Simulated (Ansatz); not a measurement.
Input for Ansatz (a first-principles code): R-BLYP/def2-TZVPP on H3NPb (SMILES [NH2][PbH]), a point of a torsion scan. Elements past Kr take the def2 small-core potentials; no spin–orbit coupling.

Ansatz 0.2 input:
```yaml
crystal:
  periodic: [false, false, false]
  atoms:
    - {symbol: N, position_ang: [-0.72938877, 0.05641783, 0.07860255]}
    - {symbol: Pb, position_ang: [1.25709450, -0.63815281, -0.29750845]}
    - {symbol: H, position_ang: [-1.44907596, -0.40082342, 0.61125507]}
    - {symbol: H, position_ang: [-1.19303332, 0.71866260, -0.52491271]}
    - {symbol: H, position_ang: [1.38942354, -1.59104748, 1.27456794]}
basis:
  gaussian:
    orbitals: def2-TZVPP
hamiltonian:
  xc: {name: BLYP}
scf: {lower_state_search: off}
```

The head of its log:

```
WARN ansatz: RAYON_NUM_THREADS=1 ignored (pool sized by the plan → 1); use --threads N
Functional definition: BLYP
these checks for a lower state are left out or cut short: stability, starts, cluster_reference, orbital_swaps, neighbouring_geometries, increment
integrals: 0.03 GiB planned
714 factors; their error is unknown
mean field: 0.30 GiB planned
mean field evaluation 1: about -6772.3903 eV, gradient 8.3e1 eV
mean field evaluation 2: about -6676.4292 eV, gradient 1.7e2 eV
```

Task: Give the final energy of this run.

Result: -249.4016 hartree.
